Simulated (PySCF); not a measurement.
Mo²⁺ (molybdenum, charge +2) across methods

[Kr] 4d3 5s1, 5s spin antiparallel (an excited configuration). All numbers are calculated (PySCF 2.14, scalar relativity through the core potential, in aug-cc-pwCVDZ-PP with ECP28MDF (6s6p5d3f, 70 functions)).

```csv
method,E (hartree),mean ε 4p β (eV),mean ε 4d α (eV),mean ε 5s β (eV),Σ⟨r²⟩ (bohr²),⟨S²⟩
UHF,-66.37605,-67.355,-31.028,-21.102,32.60,3.004
CAM-B3LYP,-66.8038,-63.133,-27.878,-21.073,32.28,3.001
LDA,-66.6486,-59.309,-24.685,-19.405,32.38,3.000
BP86,-66.8923,-59.507,-24.821,-19.317,32.24,3.001
PBE,-66.8331,-59.352,-24.723,-19.054,32.30,3.001
TPSSh,-66.8159,-60.451,-25.482,-19.172,32.32,3.001
PBEsol,-66.7121,-59.233,-24.637,-19.127,32.33,3.000
r2SCAN,-66.8562,-60.101,-25.213,-19.211,32.32,3.002
```

Problem. Estimate the same row for PBE0.

Solution. E (hartree) = -66.8258; mean ε 4p β (eV) = -61.695; mean ε 4d α (eV) = -26.476; mean ε 5s β (eV) = -19.738; Σ⟨r²⟩ (bohr²) = 32.27; ⟨S²⟩ = 3.001.

Energies and moments cover only the electrons outside the core potential. With the s spin flipped the determinant is a mixture of two multiplicities, not a spectroscopic state.
